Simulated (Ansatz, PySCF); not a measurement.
Molecule: CHS2, net charge 1, singlet state. It need not be the lowest isomer of its formula. 
Geometry from a B3LYP-D3(BJ)/def2-TZVP (Ansatz, a program for electronic structure) optimisation:
```xyz
4

S      1.5692    -0.3050     0.1177
C      0.0958    -0.0321     0.0255
S     -1.4865     0.3413    -0.1827
H     -1.8991    -0.3890     0.8868
```
Charge +1, spin multiplicity 1.

Quantity: vertical electron affinity (to the doublet state of charge +0; a negative value means that the extra electron is unbound and the number depends on the basis; each state is the SCF solution reached for its spin; for the singlet the Hartree-Fock reference is unstable and T1 is 0.018), in eV. Valence correlation only, unless marked. Open shells are spin-unrestricted. No spin-orbit coupling. No relativistic terms. CBS marks a two-point X^-3 extrapolation of the correlation energy; Hartree-Fock from the larger set. [CCSD(T)-MP2]/basis is that difference in the basis named.

| level | program | vertical electron affinity (eV) |
|---|---|---|
| HF/aug-cc-pV(D+d)Z | Ansatz | 6.71 |
| r2SCAN/def2-TZVPD | Ansatz | 7.05 |
| B3LYP/def2-TZVPD | Ansatz | 7.05 |
| M06-2X/def2-TZVPD | PySCF | 6.99 |
| wB97M-V/def2-TZVPD | Ansatz | 6.91 |
| wB97X-V/def2-TZVPD | Ansatz | 7.06 |
| B2PLYP/def2-TZVPD | Ansatz | 6.82 |
| MP2/aug-cc-pV(T+d)Z | Ansatz | 6.57 |
| RI-MP2/CBS(aug-cc-pV(T+d)Z,aug-cc-pV(Q+d)Z) | Ansatz | 6.66 |
| SCS-MP2/aug-cc-pV(D+d)Z | Ansatz | 6.37 |
| CCSD/aug-cc-pV(D+d)Z | Ansatz | 6.65 |
| CCSD/aug-cc-pV(T+d)Z | Ansatz | 6.86 |
| CCSD(T)/aug-cc-pV(T+d)Z | Ansatz | 6.78 |
| RI-MP2/CBS(aug-cc-pV(T+d)Z,aug-cc-pV(Q+d)Z)+[CCSD(T)-MP2]/aug-cc-pV(D+d)Z | Ansatz | 6.83 |
| RI-MP2/CBS(aug-cc-pV(T+d)Z,aug-cc-pV(Q+d)Z)+[CCSD(T)-MP2]/aug-cc-pV(T+d)Z | Ansatz | 6.87 |
